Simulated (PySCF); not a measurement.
How the numbers were obtained: NMR shieldings at PBE0/pcSseg-1/GIAO, GFN2-xTB structure, in PySCF 2.14.0 with density-fitted response routines (relativity neglected, no solvent model, equivalent nuclei averaged, one computed conformer).

Scale: 1H (σ = 31.72 ppm), 13C (σ = 186.93 ppm) vs TMS (reference shieldings calculated alike). Shifts are as computed. Against solution values, carbons near 30 ppm lie about +3 ppm off and those near 130 ppm about +5 ppm. Of 1211 compounds with measured shifts, 218 miss one by over three times the rms of a fit or turn the order of signals round; such compounds aren't used in these exercises. OH and NH positions are gas-phase values without hydrogen bonding to other molecules.

Q: Order these molecules by the shift of their most shielded carbon, lowest δ first.
A. C#C[P@@](=O)(C=C)C1CC1
B. CN(C)CC(F)(F)C(F)(F)F
C. C[P@@H](=O)c1ccccc1

A: A (2.8 ppm, three-membered-ring carbon), C (21.8 ppm, methyl carbon bonded to P), B (47.3 ppm, methyl carbon bonded to N).

Q: Order these molecules by the shift of their most shielded carbon-bound hydrogen, lowest δ first.
A. CN(C)CC(F)(F)C(F)(F)F
B. C[P@@H](=O)c1ccccc1
C. C#C[P@@](=O)(C=C)C1CC1

A: C (0.61 ppm, hydrogen on a three-membered-ring carbon), B (1.47 ppm, hydrogen on a methyl carbon bonded to P), A (2.38 ppm, hydrogen on a methyl carbon bonded to N).

Q: How many 13C and 1H signals does each give (equivalence by symmetry and fast rotation, but not about amide C–N or C=N bonds)? `C[C@H](N)C(F)F`, `C#C[P@@](=O)(C=C)C1CC1`, `CN(C)CC(F)(F)C(F)(F)F`, `C[P@@H](=O)c1ccccc1`

A: C[C@H](N)C(F)F: 3 C, 4 H; C#C[P@@](=O)(C=C)C1CC1: 7 C, 9 H; CN(C)CC(F)(F)C(F)(F)F: 4 C, 2 H; C[P@@H](=O)c1ccccc1: 5 C, 5 H.
